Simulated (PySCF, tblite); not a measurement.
Species: C₅H₄ClO₂ (charge -1).
Atom-mapped SMILES: `[CH3:1][C@@H:2]([Cl:3])[C:4]#[C:5][C:6](=[O:7])[O-:8]` (hydrogens: H9, H10, H11 on C1; H12 on C2)
Bond orders are those of one Lewis drawing.

Computed with GFN2-xTB (tblite), gas phase: Langevin dynamics at 300 K from the optimised GFN2-xTB geometry, time step 0.5 fs, friction 0.01 fs⁻¹, 2000 steps. Over the second half of the run the saved frames average 255 K.

Frame at 250 fs, instantaneous temperature 299 K:
```
atom  x, y, z in Å
C1     -2.260   -0.323    0.453
C2     -1.355    0.542   -0.469
Cl3    -1.862    2.188   -0.132
C4      0.024    0.358    0.035
C5      1.121    0.392    0.473
C6      2.573   -0.020    0.716
O7      2.697   -1.268    0.602
O8      3.394    0.882    1.000
H9     -2.022   -1.384    0.353
H10    -2.018    0.019    1.448
H11    -3.313   -0.103    0.271
H12    -1.310    0.394   -1.574
```

Frame at 425 fs, instantaneous temperature 313 K:
```
atom  x, y, z in Å
C1     -2.310   -0.864    0.704
C2     -1.591    0.244   -0.062
Cl3    -2.118    1.949    0.560
C4     -0.157    0.182    0.027
C5      1.000    0.038    0.332
C6      2.471   -0.312    0.404
O7      2.645   -1.505    0.132
O8      3.134    0.662    0.716
H9     -2.037   -1.768    0.119
H10    -1.882   -1.050    1.764
H11    -3.386   -0.752    0.752
H12    -2.010    0.233   -1.050
```

Frame at 625 fs, instantaneous temperature 268 K:
```
atom  x, y, z in Å
C1     -2.039   -0.973    1.225
C2     -1.692   -0.060    0.164
Cl3    -2.378    1.666    0.580
C4     -0.213    0.028    0.006
C5      0.989   -0.090   -0.071
C6      2.411   -0.492    0.157
O7      2.644   -1.689    0.128
O8      3.158    0.424    0.563
H9     -1.714   -1.972    0.997
H10    -1.686   -0.620    2.216
H11    -3.120   -1.048    1.383
H12    -2.252   -0.202   -0.803
```

Frame at 800 fs, instantaneous temperature 178 K:
```
atom  x, y, z in Å
C1     -2.272   -0.615    1.626
C2     -1.743    0.021    0.308
Cl3    -2.248    1.740    0.112
C4     -0.352   -0.196    0.161
C5      0.825    0.067   -0.013
C6      2.335   -0.242   -0.392
O7      2.442   -1.303   -0.974
O8      3.079    0.684   -0.179
H9     -2.107   -1.704    1.540
H10    -1.712   -0.174    2.484
H11    -3.306   -0.393    1.787
H12    -2.300   -0.550   -0.474
```

Frame at 1000 fs, instantaneous temperature 260 K:
```
atom  x, y, z in Å
C1     -2.148   -0.556    1.895
C2     -1.581   -0.199    0.522
Cl3    -2.355    1.450    0.032
C4     -0.106   -0.060    0.348
C5      1.026   -0.216   -0.086
C6      2.522   -0.391   -0.320
O7      2.817   -1.605   -0.225
O8      3.193    0.586   -0.559
H9     -2.054   -1.605    2.083
H10    -1.686   -0.091    2.711
H11    -3.232   -0.236    1.867
H12    -1.861   -0.924   -0.201
```

Q: What do single points at PBE0/pcSseg-1 (PySCF, gas phase) give on these frames?

A: 
| t (fs) | GFN2-xTB E above start (eV) | DFT E above lowest frame (eV) | HOMO (eV) | LUMO (eV) |
| --- | --- | --- | --- | --- |
| 250 | 0.34 | 0.24 | -1.67 | 3.70 |
| 425 | 0.31 | 0.00 | -2.10 | 3.09 |
| 625 | 0.37 | 0.07 | -1.68 | 2.83 |
| 800 | 0.33 | 0.18 | -1.97 | 3.19 |
| 1000 | 0.39 | 0.09 | -1.83 | 2.90 |

The two levels order the frames alike by energy but for pairs within 0.08 eV at one level; measured from each level's lowest frame they differ by 0.21 eV at most. The HOMO–LUMO gap runs from 4.51 to 5.37 eV. These are instantaneous structures, not minima.

Q: And the isotropic GIAO shieldings (ppm) from the same runs?

A: 
```csv
atom,250 fs,425 fs,625 fs,800 fs,1000 fs,mean,range
C1,149.4,148.6,160.5,151.4,158.0,153.6,11.9
C2,136.8,122.2,117.2,133.0,117.8,125.4,19.6
Cl3,729.5,666.3,650.7,713.7,634.3,678.9,95.2
C4,107.6,115.2,107.6,109.5,111.3,110.2,7.6
C5,84.2,71.9,81.2,53.8,75.9,73.4,30.4
C6,24.6,33.8,29.3,38.3,32.1,31.6,13.7
O7,-75.5,-25.5,-48.0,-9.2,-49.8,-41.6,66.3
O8,-36.1,-20.1,-56.0,7.2,-12.3,-23.5,63.2
H9,29.8,29.4,30.2,29.8,30.7,30.0,1.3
H10,30.0,28.3,29.2,29.5,30.8,29.6,2.5
H11,30.3,30.2,30.3,30.9,29.3,30.2,1.6
H12,26.7,27.2,25.7,26.7,26.7,26.6,1.5
```

What follows is the cost of the whole dynamics run. The run took 12 s on an Arm Neoverse V1 with one thread, shared host with 32 logical CPUs at a one-minute load of 23, and the process peaked at 0.18 GiB of memory.
